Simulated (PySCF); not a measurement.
An excited-state job on `O=C(C)C1C[NH2+]C1`.

Computed with TDDFT CAM-B3LYP/def2-SVPD, vertical, gas phase, core orbitals frozen in the response (PySCF 2.14.0, density-fitted response routines). Geometry: GFN2-xTB. The command runs a driver script over a list of jobs; the input below is this job's line of settings and its coordinates in Å.

Command:
```bash
OMP_NUM_THREADS=1 python probes_run.py task.json out
```

Input:
```
{"job": {"kind": "uv", "xc": "CAM-B3LYP", "basis": "def2-SVPD", "nstates": 8, "ntriplets": 3}, "charge": 1, "multiplicity": 1}
C      2.449234    -0.232197     0.079718
C      1.018107    -0.427928     0.397439
O      0.575328    -1.227278     1.190183
C      0.009319     0.466148    -0.346845
C     -1.153056    -0.416733    -0.841720
N     -1.776403    -0.253981     0.500616
C     -1.008333     1.009583     0.675308
H      2.617965    -0.400358    -0.983340
H      2.738264     0.796535     0.292490
H      3.067484    -0.912332     0.659158
H      0.466969     1.160386    -1.043572
H     -1.750809     0.054669    -1.620709
H     -0.923399    -1.447052    -1.110154
H     -1.320694    -0.959993     1.120921
H     -2.794465    -0.254893     0.598274
H     -0.656120     1.186107     1.690757
H     -1.566388     1.871346     0.311405
```

Output:
```
coarse grid: 13784 points
cycle   1  E = -325.6608182287  dE =  1.556e+00  |g| = 8.183e-01  |ddm| = 6.653e+00
cycle   2  E = -325.4539390211  dE =  2.069e-01  |g| = 1.377e+00  |ddm| = 2.751e+00
cycle   3  E = -325.8060211977  dE = -3.521e-01  |g| = 9.712e-02  |ddm| = 1.729e+00
cycle   4  E = -325.8076499895  dE = -1.629e-03  |g| = 5.840e-02  |ddm| = 2.865e-01
cycle   5  E = -325.8083808448  dE = -7.309e-04  |g| = 8.913e-03  |ddm| = 9.303e-02
cycle   6  E = -325.8083980256  dE = -1.718e-05  |g| = 3.813e-03  |ddm| = 2.086e-02
cycle   7  E = -325.8084014885  dE = -3.463e-06  |g| = 8.308e-04  |ddm| = 9.026e-03
final grid: 131960 points
cycle   8  E = -325.8728364452  dE = -5.038e-05  |g| = 4.439e-03  |ddm| = 1.273e-01
cycle   9  E = -325.8728354824  dE =  9.628e-07  |g| = 5.332e-03  |ddm| = 1.935e-02
cycle  10  E = -325.8728410947  dE = -5.612e-06  |g| = 9.680e-04  |ddm| = 6.835e-03
cycle  11  E = -325.8728412631  dE = -1.684e-07  |g| = 2.841e-04  |ddm| = 1.628e-03
cycle  12  E = -325.8728412800  dE = -1.691e-08  |g| = 6.853e-05  |ddm| = 7.194e-04
cycle  13  E = -325.8728412811  dE = -1.122e-09  |g| = 2.009e-05  |ddm| = 1.451e-04
cycle  14  E = -325.8728412812  dE = -1.215e-10  |g| = 5.218e-06  |ddm| = 4.590e-05
converged SCF energy = -325.8728412812

Static polarisability (au): isotropic 61.165, principal 54.535 58.524 70.435

Singlet excitations
state   eV       nm        f      main configurations
  1   4.6075    269.1   0.00001   H->L 0.97
  2   7.5203    164.9   0.01224   H->L+1 0.85
  3   7.9803    155.4   0.02148   H->L+2 0.54, H->L+4 0.41
  4   8.1733    151.7   0.00285   H-2->L 0.90
  5   8.2765    149.8   0.01677   H->L+4 0.49, H->L+2 0.37, H->L+1 0.09
  6   8.3524    148.4   0.00033   H->L+3 0.89
  7   8.5838    144.4   0.08569   H-1->L 0.87
  8   8.9803    138.1   0.00219   H-4->L 0.74, H-6->L 0.12, H-7->L 0.11

Triplet excitations (Tamm-Dancoff, eV): 4.0842 6.0341 7.3818
```

The SCF starts on a coarse grid where the log names one; the energy can jump when the final grid takes over, and dE then counts from the start density on the new grid. H and L stand for HOMO and LUMO; the number after each pair is its weight.

Q: Give S1 in cm⁻¹ and kJ/mol.

A: 4.6075 eV × 8065.54 = 37162 cm⁻¹; × 96.485 = 444.6 kJ/mol.

Summary of the converged run: HOMO -13.62 eV, LUMO -4.11 eV; lowest singlet 4.61 eV; lowest triplet 4.08 eV (Tamm–Dancoff); mean polarisability 61.2 au.

Q: How long does this job take on Arm Neoverse V1, one thread, shared host with 32 logical CPUs at a one-minute load of 11? And the peak memory of the process?

A: About 44 s, with 1.0 GiB resident at the peak, the Python interpreter and its libraries included.

One conformer stands for the species.
Labels such as C1 count atoms from 1, the log's own numbers from 0.
